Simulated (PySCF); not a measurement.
# Electronic absorption of CH4BN2P

Compound: CH4BN2P.
SMILES: `N#CB(N)P`

Theory: TDDFT wB97X-D/def2-SVPD, vertical, gas phase, core orbitals frozen in the response (PySCF 2.14.0, density-fitted response routines). The structure is a single PBE0-D3(BJ)/def2-SVP conformer in the gas phase; no vibrational or solvent corrections. Torsions of this conformer, `[N:1]#[C:2][B:3]([NH2:4])[PH2:5]`: H–N4–B3–C2 180°, H–N4–B3–C2 1°, H–P5–B3–C2 51°, H–P5–B3–C2 148°.

| state | E (eV) | λ (nm) | f | main configurations (H = HOMO, L = LUMO) |
| --- | --- | --- | --- | --- |
| S1 | 5.45 | 227.7 | 0.083 | H→L (90%) |
| S2 | 6.32 | 196.1 | 0.034 | H-2→L (47%), H-1→L (30%), H-3→L (8%) |
| S3 | 6.51 | 190.4 | 0.025 | H→L+1 (68%), H→L+2 (12%), H→L+3 (11%) |
| S4 | 6.86 | 180.8 | 0.092 | H-1→L (39%), H-2→L (22%), H→L+2 (9%) |
| S5 | 6.95 | 178.5 | 0.039 | H→L+2 (61%), H→L+1 (8%) |
| S6 | 7.14 | 173.5 | 0.020 | H-3→L (74%) |
| S7 | 7.60 | 163.1 | 0.015 | H-1→L+1 (35%), H-1→L+2 (15%), H-2→L+2 (10%) |
| S8 | 7.62 | 162.6 | 0.132 | H→L+3 (38%), H→L+4 (34%), H→L+2 (10%) |
| S9 | 7.80 | 158.9 | 0.033 | H-4→L (76%) |
| S10 | 7.93 | 156.3 | 0.042 | H→L+4 (26%), H→L+3 (22%), H→L+6 (11%) |

Triplets, Tamm–Dancoff:

| state | E (eV) | λ (nm) | main configurations (H = HOMO, L = LUMO) |
| --- | --- | --- | --- |
| T1 | 4.68 | 264.8 | H→L (92%) |
| T2 | 5.30 | 233.7 | H-1→L (69%), H-2→L (17%) |
| T3 | 5.82 | 213.1 | H-2→L (55%), H-1→L (22%) |
| T4 | 5.84 | 212.4 | H→L+3 (31%), H→L+2 (31%), H→L+1 (31%) |

The lowest singlet lies at 5.45 eV (228 nm, ultraviolet) and is of moderate strength; its leading configuration is HOMO→LUMO (90%). The most intense listed level is S8 at 7.62 eV (163 nm, f = 0.132), 2.18 eV above S1. Löwdin shares by element: HOMO phosphorus 64%, boron 12%, nitrogen 7% or more, hydrogen 7% or more; LUMO nitrogen 34%, boron 29%, carbon 20% (atoms not listed hold the other 17%). Orbital energies (eV): HOMO-3 -12.14, HOMO-2 -11.47, HOMO-1 -11.13, HOMO -9.54, LUMO 0.19, LUMO+1 1.22, LUMO+2 1.94. The listed states span 2.49 eV, and the widest gap between neighbours is 0.88 eV (S1 to S2). The oscillator strengths of these states sum to 0.515; summed over the whole spectrum of an exact calculation they would give the number of electrons, 44 (Thomas–Reiche–Kuhn). All these states lie below the vertical ionisation energy of 9.95 eV (ΔSCF). The window holds the lowest 10 singlets.

On x86-64 server, one thread, shared host, this took 22 s of wall time.
